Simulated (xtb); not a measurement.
Mg(NH2)(SH) (H3MgNS), SMILES [NH2][Mg][SH]. All values are semi-empirical tight-binding results from xtb (GFN2-xTB unless named), good for trends rather than for accurate numbers. Coordinates come from a GFN2-xTB optimisation. One conformer was computed; it need not be the lowest.

Optimised geometry:

Bonds (Å): Mg1–N2 1.892, Mg1–S5 2.315, N2–H3 1.014, N2–H4 1.017, S5–H6 1.328. Bond angles (°): N2–Mg1–S5 132.1, Mg1–N2–H3 121.7, Mg1–N2–H4 112.5, H3–N2–H4 106.1, Mg1–S5–H6 95.2.
Charge 0, spin multiplicity 1.

For metal compounds this method's bond lengths and energies can be far off.

### Question
Estimate the properties. (The exact figures need the calculation; the answer reports its results.)

### Answer

```
Property                                      Result
-------------------------------------  -------------
orbital gap                                  1.93 eV
zero-point energy                      18.8 kcal/mol
G − E(el) at 298.15 K (modified RRHO)  -0.1 kcal/mol
```

Computed atomic charges and the Wiberg bond orders between heavy atoms:
charges (e) Mg1 0.45, N2 -0.48, H3 0.15, H4 0.15, S5 -0.43, H6 0.16. Bond orders Mg1–N2 0.98, Mg1–S5 0.89.
